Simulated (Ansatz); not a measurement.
**Energy profile**

The step: CH₄BrGa ([CH3][GaH][Br]) → CH₃Ga ([CH3][Ga]) + HBr; bonds formed: Br2–H3; bonds broken: Ga1–Br2, Ga1–H3 (atoms numbered as in the saddle structure below).

| atom | x (Å) | y (Å) | z (Å) |
| --- | --- | --- | --- |
| Ga1 | -0.8338 | -0.7525 | -0.2336 |
| Br2 | 1.2760 | -1.4407 | -2.0492 |
| H3 | -0.3330 | -1.7974 | -1.4829 |
| C4 | -0.1354 | 0.7814 | 0.8010 |
| H5 | -0.8639 | 1.1336 | 1.5333 |
| H6 | 0.1104 | 1.5957 | 0.1144 |
| H7 | 0.7798 | 0.4798 | 1.3170 |

Electronic energies by CCSD(T) at an estimated basis limit (MP2 extrapolated from triple and quadruple zeta, plus CCSD(T) − MP2 in triple zeta), on PBE0-D4/def2-TZVP structures; CH4BrGa, singlet; no counterpoise correction. Computed with Ansatz 0.2.0 (basis: def2-TZVPP and def2-QZVPP); correlated methods freeze the cores. Filled d shells of the heavier atoms are correlated. The def2 sets are not built for correlating such inner shells, so the correlated values are less sure here. Extrapolation: Hartree–Fock as exp(−7.88 √X), correlation as X^−2.97.

Task: Give the profile in kcal/mol, counted from the start structure. (Judge from chemistry; the value comes from the calculation.)

Result: Computed:
```
                                                                                        point  kcal/mol
                                                                              start structure      0.00
                                                                                       saddle     53.46
                                                                                end structure     46.25
separated: CH3Ga (linked as [CH3][Ga]; Ga1, C4, H5, H6, H7; singlet) + HBr (Br2, H3; singlet)     49.59
```

T1 diagnostic: at most 0.013. The restricted Hartree–Fock reference is unstable towards an unrestricted one at one or more of these structures.

For scale, one of the runs: CCSD(T)/def2-TZVPP, 183 basis functions, launched by `ansatz run in.yaml --threads 4 --pin off --events-out ev --progress --plain --max-ram 9574MiB`. Time: 61 s of wall clock on 4 CPU threads of an Arm Neoverse V1; the host was shared. Peak host memory: 1.9 GiB.
